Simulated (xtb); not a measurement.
CH₂NO, SMILES N=C=[OH+], charge +1. All values are semi-empirical tight-binding results from xtb (GFN2-xTB unless named), good for trends rather than for accurate numbers. Geometry optimised at GFN2-xTB. The isomer is the one that the SMILES or the coordinates give; other isomers of the formula were not compared.

The point group as xtb finds it comes out as Cs and the orbital gap comes out as 6.85 eV. The zero-point energy is 18.8 kcal/mol and the G − E(el) at 298.15 K (modified RRHO) comes out as 4.1 kcal/mol. The static polarisability (D4 model) comes out as 22.5 bohr³ and the solvation energy, GFN2-xTB/ALPB(water) is -78.4 kcal/mol. The solvation energy, GFN2-xTB/ALPB(acetonitrile) comes out as -66.3 kcal/mol.

Computed IR lines (harmonic; lines under 4 % of the strongest left out, lines within 3 cm⁻¹ merged):
ν (cm⁻¹): 260 (m), 382 (w), 535 (w), 541 (m), 852 (s), 1303 (m), 2522 (s), 3263 (s), 3492 (vs) (against the strongest line: vs over 80 %, s over 45 %, m over 15 %, w over 4 %, vw less)
